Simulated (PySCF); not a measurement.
Isomers of C6H9BO2, one conformer each; single-point electronic energies without zero-point terms and without any empirical dispersion term.

Computed with PySCF at PBE0/pcSseg-1, non-relativistic, each on one gas-phase PBE0-D3(BJ)/def2-SVP geometry that isn't relaxed in the solvent. The solvent is an IEF-PCM continuum (van der Waals radii × 1.2). The model holds no explicit solvent molecules, cavitation or dispersion.

| isomer | relative energy, gas (kcal/mol) | dipole (D) |
| --- | --- | --- |
| `C=CCC1=[O+][BH2-]OC=C1` | 0.0 | 5.05 |
| `[BH2-]1OC=C(C2CC2)C=[O+]1` | 10.1 | 5.15 |

**Question.** How do the relative energies look in chloroform (ε = 4.711)?

**Answer.** 
```tsv
isomer	relative energy, solvent (kcal/mol)	E(solvent) − E(gas) (kcal/mol)	dipole in solvent (D)
`C=CCC1=[O+][BH2-]OC=C1`	0.0	-5.3	5.99
`[BH2-]1OC=C(C2CC2)C=[O+]1`	10.0	-5.4	6.15
```

The order is unchanged. Conformers: `[CH2:1]=[CH:2][CH2:3][C:4]1=[O+:5][BH2-:6][O:7][CH:8]=[CH:9]1` with C1–C2–C3–C4 117°, C2–C3–C4–O5 154°, C4–O5–B6–O7 -38°, O5–B6–O7–C8 38°, B6–O7–C8–C9 -14°, C3–C4–C9–C8 -161°; `[BH2-:1]1[O:2][CH:3]=[C:4]([CH:5]2[CH2:6][CH2:7]2)[CH:8]=[O+:9]1` with C3–C4–C5–C6 145°. The gains span 0.1 kcal/mol, the gas-phase energies 10.1 kcal/mol.
